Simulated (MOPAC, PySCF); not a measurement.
Stepwise substitution at one centre (In F-H). Gas-phase values, no solvent. Strings in code marks are SMILES.

Quantity: redistribution energy (mixed species minus the weighted end members), in kcal/mol. Semi-empirical values (MOPAC) are differences of heats of formation.

Level 1: CAM-B3LYP-D3(BJ)/def2-TZVP (PySCF)
Level 2: B3LYP/6-311+G** (LANL2DZ on In) // CAM-B3LYP-D3(BJ)/def2-TZVP (PySCF)
Level 3: PBE/6-31G* (LANL2DZ on In) // CAM-B3LYP-D3(BJ)/def2-TZVP (PySCF)
Level 4: PM3 // CAM-B3LYP-D3(BJ)/def2-TZVP (MOPAC)

```tsv
species	level 2	level 3	level 4
1 of 3 F replaced by H: `[F][InH][F]`	-6.48	-4.34	-6.21
2 of 3 F replaced by H: `[F][InH2]`	-5.26	-1.89	-3.90
```

Q: What does level 1 give for each?

A: 
- 1 of 3 F replaced by H: `[F][InH][F]`: -8.48
- 2 of 3 F replaced by H: `[F][InH2]`: -7.13
